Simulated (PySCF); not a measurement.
Structure problem from calculated spectra and properties.

Elements present: C, H and O. Monoisotopic mass: 148.1099 u.

* Rotational structure: rotational constants A, B, C: 1.036, 1.034, 0.539 GHz [GFN2-xTB]
* Dipole: 1.91 D [PBE0/pcSseg-1]
* 13C NMR: chemical shifts (computed TMS as zero) by class: 120.9 (1 C), 64.8 (3 C), 17.0 (3 C) ppm [GIAO PBE0/pcSseg-1]
* 1H NMR: chemical shifts (computed TMS as zero) by class: 5.35 (1 H), 3.72 (6 H), 1.28 (9 H) ppm [GIAO PBE0/pcSseg-1]
* NMR, other nuclei: isotropic shieldings of nuclei other than C and H, by class: 228 (3 O) ppm [GIAO PBE0/pcSseg-1]

Electronic properties: PySCF, gas phase, density fitting. Levels stand in brackets. Isolated species at its GFN2-xTB geometry (one conformer only). NMR values are class means; diastereotopic atoms form classes of their own.

Problem. Which formula fits the mass and the elements?

Solution. C7H16O3 (calculated 148.1099). No other formula that holds each of these elements comes within 0.0003 u with a fitting electron parity and a possible valence count.

Problem. What is the compound? Reason from the data.

Solution. Numbering: `[CH3:1][CH2:2][O:3][CH:4]([O:5][CH2:6][CH3:7])[O:8][CH2:9][CH3:10]`. Its formula, C7H16O3, gives 0 degrees of unsaturation, so no ring and no π bond. 7 carbons fall into 3 classes; from least to most shielded: sp3 carbon bearing three or more oxygens [C4] (120.9 ppm), sp3 carbon bound to oxygen [C2/C6/C9] (64.8 ppm, 3 C), methyl carbon [C1/C7/C10] (17.0 ppm, 3 C). Hydrogen classes from least to most shielded: 1 H on an sp3 carbon bearing three or more oxygens, C4 (5.35 ppm), 6 H on 3 like atoms (sp3 carbon bound to oxygen), C2/C6/C9 (3.72 ppm, a mean of values up to 0.7 ppm apart in this geometry), 9 H on 3 methyl carbons, C1/C7/C10 (1.28 ppm). The other shieldings belong to: 228 ppm, ether oxygen [O3/O5/O8]. By its constants the optimised geometry is a nearly oblate symmetric top. Structure: `CCOC(OCC)OCC` (triethyl orthoformate). The assignments are read from this structure; whether some other isomer fits the data as well wasn't checked.
